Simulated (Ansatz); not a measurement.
Compare A (`C[C@@H]1CCC[C@H]1C`) with its isomer B (`C=CCCC(C)C`).

Program: Ansatz. Geometries: PBE0-D4/def2-TZVP. ΔE: electronic, gas phase. CBS: MP2 limit from def2 TZ/QZ plus the TZ coupled-cluster correction, frozen cores. DFT in def2-TZVPP. One conformer a species, not always the lowest.

A:

```xyz
21

C    -0.738   -0.700   -1.896
C    -0.229    0.174   -0.769
C     1.236    0.582   -0.909
C     1.687    0.997    0.503
C     0.593    0.478    1.455
C    -0.268   -0.468    0.619
C    -1.655   -0.699    1.182
H    -0.646   -0.196   -2.862
H    -1.790   -0.964   -1.763
H    -0.162   -1.629   -1.951
H    -0.842    1.087   -0.722
H     1.384    1.369   -1.653
H     1.810   -0.287   -1.251
H     2.664    0.572    0.743
H     1.793    2.081    0.585
H     0.999   -0.005    2.347
H    -0.032    1.307    1.803
H     0.249   -1.436    0.542
H    -2.206    0.246    1.245
H    -1.610   -1.123    2.189
H    -2.237   -1.385    0.562
```

B:

```xyz
21

C     0.503   -2.394   -2.525
C     0.366   -1.101   -2.265
C     0.757   -0.433   -0.991
C    -0.432    0.217   -0.289
C    -0.073    1.042    0.944
C    -1.303    1.766    1.471
C     0.558    0.196    2.041
H     0.189   -2.822   -3.469
H     0.940   -3.072   -1.798
H    -0.082   -0.458   -3.022
H     1.239   -1.163   -0.335
H     1.503    0.344   -1.204
H    -0.953    0.864   -1.005
H    -1.152   -0.561   -0.005
H     0.661    1.799    0.634
H    -1.057    2.393    2.332
H    -2.066    1.049    1.790
H    -1.749    2.406    0.705
H     1.490   -0.273    1.716
H    -0.126   -0.600    2.353
H     0.785    0.802    2.921
```

**Question.** Which isomer does CCSD(T)/CBS put lower? Give the gap. (Best estimate.)

**Answer.** The calculation gave: A, by 17.2 kcal/mol.

**Question.** Give E(B) − E(A) in kcal/mol with r2SCAN-D4, ωB97M-V, MP2/def2-TZVPP, PBE0-D4, CCSD(T)/def2-SVP, BLYP-D4, B2PLYP. (Estimate.)

**Answer.** Computed: r2SCAN-D4 17.9, ωB97M-V 18.3, MP2/def2-TZVPP 20.1, PBE0-D4 20.7, CCSD(T)/def2-SVP 18.7, BLYP-D4 12.2, B2PLYP 15.1. None reverses the order clearly.

Largest T1 diagnostic: 0.009.

From BLYP to BHLYP (50 % exact exchange), in def2-TZVPP and without D4, E(B) − E(A) moves by +5.8 kcal/mol. Leaving LDA and LC-ωPBE aside and taking each functional with its dispersion term where it has one, the values, not all of them listed here, spread over 9.6 kcal/mol, from BLYP-D4 to PBE-QIDH. LDA lies +6.9 kcal/mol from PBE without D4.
